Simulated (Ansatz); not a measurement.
Computed with Ansatz on PBE0-D4/def2-TZVP structures; ΔE is electronic, products minus reactants. CBS: MP2 limit from def2 TZ/QZ plus the TZ coupled-cluster correction, frozen cores. Functionals use def2-TZVPP. Elements past krypton have def2 core potentials. For Br, Mo outer-core shells are correlated without core-valence functions, which leaves a few kJ/mol of doubt a bond. Scalar relativity is left out up to krypton. One conformer a species, not always the lowest.

Consider the formal exchange of groups at a C–O bond: `C[O][Mo](=[NH])(=[NH])[NH2]` + `BrC1CO1` → `CC1(Br)CO1` + `[NH]=[Mo](=[NH])([NH2])[OH]`.

```csv
level,ΔE (kJ/mol)
PBE,-66.7
r2SCAN,-71.2
HF/def2-TZVPP,-63.4
CCSD/def2-TZVPP,-71.6
```

(1) What does CCSD(T)/CBS give? (An estimate is asked.)

Largest T1 diagnostic among the species: 0.022, so the coupled-cluster value is less sure than usual.

Answers

(1) Ansatz gave: -75.1 kJ/mol. The listed levels differ from it by 8.4, 3.9, 11.7, 3.5 kJ/mol.

In def2-TZVPP, CCSD(T) changes the Hartree–Fock value by −7.9 kJ/mol (the triples alone add +0.3 kJ/mol) and MP2 by −13.2 kJ/mol. From PBE to PBE0 (25 % exact exchange), in def2-TZVPP and without D4, ΔE moves by −3.8 kJ/mol.

CCSD(T)/CBS has its own doubt, a few kJ/mol and more with outer-core shells, so smaller differences from it don't rank the levels.
